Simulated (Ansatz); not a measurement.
Reaction (ligand exchange at the Si–O bond): `BBO[SiH](C)F` + PH₃ → `C[SiH](F)P` + `BBO`

Gas-phase electronic energies from Ansatz, PBE0-D4/def2-TZVP geometries. CCSD(T)/CBS adds triple-zeta CCSD(T) − MP2 to the extrapolated MP2 energy (def2 sets, frozen cores). This one scheme is used for every species. DFT in def2-TZVPP. Each species was taken in one conformer, which may not be the lowest.

```json
{"level": "BLYP-D4", "ΔE (eV)": "0.90"}
{"level": "r2SCAN0-D4", "ΔE (eV)": "0.93"}
{"level": "HF/def2-SVP", "ΔE (eV)": "1.08"}
{"level": "MP2/def2-QZVPP", "ΔE (eV)": "0.96"}
```

What does CCSD(T)/CBS give? (Estimate.)

Computed: +0.95 eV. The listed levels differ from it by -0.05, -0.02, 0.13, 0.01 eV.

What do rigid-rotor, harmonic-oscillator terms from PBE0-D4/def2-TZVP frequencies (298.15 K, 1 bar) make of the CCSD(T)/CBS value? (Best estimate.)

The calculation gave: ΔZPE = +0.09 eV, ΔH = +1.01 eV, ΔS = 7 J/(mol·K), ΔG = +0.99 eV. Modes under 50 cm⁻¹ make the entropy rough.

Largest T1 diagnostic among the species: 0.013.

At CCSD(T), def2-SVP lies −0.03 eV from the extrapolated value and def2-TZVPP +0.03 eV. From r2SCAN to r2SCAN0 (25 % exact exchange), in def2-TZVPP and without D4, ΔE moves by +0.03 eV.
